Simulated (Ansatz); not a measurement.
Reaction (ligand exchange at the Si–Cl bond): `S[SiH2]Cl` + `N[SiH3]` → `[SiH3]N[SiH2]S` + HCl

Program: Ansatz. Geometries: PBE0-D4/def2-TZVP. ΔE: electronic, gas phase. CCSD(T)/CBS is the MP2 limit (def2-TZVPP, def2-QZVPP) plus CCSD(T) − MP2 in def2-TZVPP, frozen cores. This one scheme is used for every species. Functionals use def2-TZVPP. Each species was taken in one conformer, which may not be the lowest.

Q: Is it downhill or uphill in electronic energy at CCSD(T)/CBS, and by how much? (Estimate.)

A: Ansatz gave: Uphill: ΔE = +28.4 kJ/mol.

Q: What do these levels give: PBE0-D4, ωB97M-V, B2PLYP, CCSD/def2-TZVPP, CCSD(T)/def2-TZVPP, HF/CBS(def2)? (An estimate is asked.)

A: Computed: PBE0-D4 32.7, ωB97M-V 31.5, B2PLYP 32.4, CCSD/def2-TZVPP 25.4, CCSD(T)/def2-TZVPP 24.7, HF/CBS(def2) 33.7 kJ/mol.

Largest T1 diagnostic among the species: 0.011.

In def2-TZVPP, CCSD(T) changes the Hartree–Fock value by −9.6 kJ/mol (the triples alone add −0.7 kJ/mol) and MP2 by −6.6 kJ/mol. The D4 term adds −6.8 kJ/mol with B3LYP and −4.1 kJ/mol with PBE0; it sums over pairs of atoms, weighted by their polarisabilities, and B3LYP, whose exchange is more repulsive, gets the larger term.

B3LYP here is the variant with VWN-RPA as its local correlation; programs differ in this.
